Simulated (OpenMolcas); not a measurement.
## 4d4 along the 40-electron sequence

| Property | Result |
| --- | --- |
| Program | OpenMolcas |
| Method | MS-CASPT2, IPEA 0.25 Eh, imaginary shift 0.1 Eh |
| Basis | ANO-R2 |
| Scalar Hamiltonian | X2C, finite nucleus |
| Spin-orbit coupling | state interaction with AMFI integrals over the reference wave functions, term energies averaged over their components |

Active space for each ion: 4 electrons in 5 orbitals (4d); closed shells correlated by CASPT2: 4s 4p.

Computed levels in cm-1 above 5D0:

```csv
Level,Tc3+,Ru4+,Rh5+,Pd6+,Ag7+
5D1,345,487,674,962,1244
5D2,941,1302,1754,2410,3040
5D3,1706,2320,3060,4090,5060
5D4,2590,3470,4500,5890,7170
3P0(1),14680,16750,18560,19990,21740
3H4,16020,18190,20230,22030,24080
3P1(1),16450,19170,21720,24110,26740
3H5,16830,19350,21830,24250,26880
3H6,17550,20320,23080,25850,28790
weight of 5D in the lowest level (%),98,97,96,94,92
```

Mixed levels, with the weight of the term that names them: Pd6+ 3H4 (72 %), Ag7+ 3H4 (69 %).

Measured, with the error of the calculation in %. Measured levels: Ag7+ from Atoms 5, 11 (2017), spectra Ag VII to Ag IX.

```
 Level          Ag7+
   5D1   1340 (-7.2)
   5D2   3212 (-5.4)
   5D3   5292 (-4.4)
   5D4   7443 (-3.6)
3P0(1)  21309 (+2.0)
   3H4  23302 (+3.4)
3P1(1)  26526 (+0.8)
   3H5  26250 (+2.4)
   3H6  28185 (+2.1)
```

The fine-structure level 5D4 changes by a factor of 2.77 from Tc3+ to Ag7+. Its fourth root runs 7.13, 7.68, 8.19, 8.76, 9.20, with steps per unit of Z of 0.54, 0.52, 0.57, 0.44; equal steps would mean a (Z - σ)^4 law with constant σ.

3P0(1) changes by a factor of 1.48 over the same range, with steps per unit of Z of +2070, +1810, +1430, +1750 cm-1.

Term energies are means over components that CASPT2 splits; among the terms shown or strongly mixed into the levels shown the widest spread is 470 cm-1 (4d4 3H, Tc3+). Computed and measured levels are paired by configuration, term and J; levels that our copy of the source lacks, or whose pairing is in doubt (as where it misses far off the trend of its configuration), stay unpaired and out of the deviations. Only configurations of the active space appear.

A number in round brackets counts repeated terms of one configuration in the order of the reference energies.
